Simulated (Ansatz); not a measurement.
```xyz
2

Li    0.0039   -0.0027   -0.4083
H    -0.0091   -0.0012    1.2024
```

Basis set: cc-pVTZ (spherical functions). All electrons are correlated. Charge 0, multiplicity 1.

Computed with Ansatz (development build ahead of 0.2.0); each method stands on the lowest determinant of its kind that the runs found. Restricted open shells among the atoms or ions are ROHF, correlated in semicanonical orbitals with singles.

**Question.** Give the atomization energy at this shape (free ground-state atoms in the same class of orbitals less the molecule, no zero-point energy) of singlet LiH by RHF-MP2, RHF.

**Answer.**

| method | atomization energy |
| --- | --- |
| RHF-MP2 | 51.59 kcal/mol |
| RHF | 34.00 kcal/mol |
